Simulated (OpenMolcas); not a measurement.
# Lines of Cl⁺: computed and rescaled rates

```json
{"Program": "OpenMolcas", "Method": "CASSCF", "Basis": "ANO-RCC-VQZP [6s5p3d2f1g]", "Scalar Hamiltonian": "DKH2, point nucleus", "Active space": "4 electrons in 3 orbitals (3p)", "State averaging": "2S+1 = 3 even, 3 roots; 2S+1 = 1 even, 6 roots", "Spin-orbit coupling": "RASSI with atomic mean-field integrals over the reference wave functions, term energies averaged over their components"}
```

Rates come from the transition moments of the reference wave functions (E1 and E2 in the length form). At fixed line strength A goes as λ^-3 for E1 and M1 and as λ^-5 for E2, so a rate at the computed wavelength can be rescaled to the measured one. Measured vacuum wavelengths follow from level energies in NIST Handbook of Basic Atomic Spectroscopic Data. Branching counts decays inside the model space alone, at computed energies, and the table is only a selection of the E2 and M1 lines, drawn from those between levels with measured partners whose computed energy lies within a factor of 1.5 of the measured one.

```csv
Upper,Lower,Type,λ computed (nm),λ measured (nm),A computed (s-1),A rescaled (s-1),Branching %
3s2 3p4 3P0,3s2 3p4 3P1,M1,34120,33280,1.36e-03,1.47e-03,100.0
3s2 3p4 3P1,3s2 3p4 3P2,M1,15460,14370,6.10e-03,7.60e-03,100.0
3s2 3p4 1D2,3s2 3p4 3P1,M1,725.9,912.6,3.42e-02,,22.4
3s2 3p4 1D2,3s2 3p4 3P2,M1,693.4,858.1,1.18e-01,,76.9
3s2 3p4 1D2,3s2 3p4 3P2,E2,693.4,858.1,1.02e-03,,0.7
3s2 3p4 1S0,3s2 3p4 1D2,E2,476.3,616.4,8.85e+00,2.44e+00,84.9
3s2 3p4 1S0,3s2 3p4 3P1,M1,287.6,367.9,1.54e+00,,14.8
```

Spin-changing lines and M1 lines between different terms are not rescaled, since their strength hangs on the term gaps too.

The largest correction is for 3s2 3p4 1S0 → 3s2 3p4 1D2 (E2): 8.85e+00 × (476.3 / 616.4)^5 = 2.44e+00 s-1, a factor of 0.28.

The computed rate and branching of 3s2 3p4 3P1 → 3s2 3p4 3P2 give the upper level a radiative lifetime of 1.000 / 6.10e-03 s-1 = 1.64e+02 s, counting decays inside the model space alone. The rescaled rate gives about 1.3e+02 s.

No measured rate stands beside these. Rescaling mends the energy factor alone: line strengths can still be far off where a level mixes with configurations outside the active space, and weak or spin-changing lines hang on small mixing coefficients that depend on the term gaps too, so rescaling need not improve them.

Without dynamic correlation excited terms often stand tens of per cent too high (terms of higher spin than the ground term too low), and those without a measured partner can miss by more than the paired ones. With the s shell closed, the reference lacks s² → p² mixing. Measured partners are found by configuration, term and J. A level has none where our copy of the source lacks it or the pairing is in doubt (some pairs that miss far off the trend of their configuration count as doubtful). Levels of configurations outside the active space are missing.
